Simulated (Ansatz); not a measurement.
A nudged elastic band was laid between two geometries of CH3BOSSn (8 atoms, charge 0, multiplicity 1).

These are results of RKS PBE0/def2-SVP (Ansatz 0.2.0), not measurements.

- movable images: 5
- climbing image: yes
- spring: 20.0 eV/Å²
- optimiser: quadratic models (default)
- start path: through a guess of the saddle point
- force threshold: 0.03 eV/Å
- iteration limit: 56
- end points: relaxed

Image 0:

```xyz
8
Properties=species:S:1:pos:R:3
O 1.276 -1.816 2.241
C 1.027 -1.209 1.308
S 2.315 -0.878 -0.677
B 0.797 -0.430 0.009
Sn -0.977 0.816 -0.610
H -1.000 2.310 0.235
H -0.887 1.134 -2.289
H -2.458 0.015 -0.272
```

Image 6:

```xyz
8
Properties=species:S:1:pos:R:3
O 0.985 -1.798 1.651
C 0.937 -0.968 0.816
S 2.230 -0.108 -0.267
B 0.397 0.076 -0.155
Sn -1.464 1.382 -1.172
H -0.107 1.181 0.312
H -0.346 -0.302 -1.153
H -2.540 0.480 -0.087
```

**Question.** What changes between the two ends?

**Answer.** Bonds formed: B4–H6, B4–H7.

**Question.** Give the energies along the band, and the barrier.

**Answer.** The run converged. The highest image is number 3 of 0 to 6, 166.3 kJ/mol above the first end and 172.3 kJ/mol above the last; the last end lies 6.0 kJ/mol below the first. Neighbouring images differ by up to 1.6 eV, so the band resolves the path poorly. Another band between the same ends (5 images) ends at a top of the same energy, where a vibrational analysis finds 1 clearly imaginary mode.

| image | path coordinate (Å) | energy (kJ/mol) | B4–H6 (Å) | B4–H7 (Å) |
| --- | --- | --- | --- | --- |
| 0 | 0.00 | 0.0 | 3.28 | 3.25 |
| 1 | 1.22 | 0.4 | 3.27 | 3.26 |
| 2 | 2.45 | 9.6 | 3.28 | 2.98 |
| 3 | 3.67 | 166.3 | 2.95 | 1.79 |
| 4 | 4.88 | 51.6 | 2.87 | 1.24 |
| 5 | 6.09 | 16.6 | 1.43 | 1.32 |
| 6 | 7.30 | -6.0 | 1.30 | 1.30 |

**Question.** What is the geometry of the highest image?

**Answer.** 
```xyz
8
Properties=species:S:1:pos:R:3
O 0.838 -2.329 1.382
C 0.733 -1.378 0.764
S 2.390 0.285 -0.011
B 0.697 -0.040 0.025
Sn -1.368 0.929 -0.748
H -0.753 2.483 -0.447
H -0.217 -0.136 -1.507
H -2.229 0.129 0.486
```

Time of the run: 8.2 min on 2 threads of Intel(R) Xeon(R) Platinum 8259CL CPU @ 2.50GHz (Skylake/Cascade Lake), with other jobs on the host, peak memory 0.27 GiB.
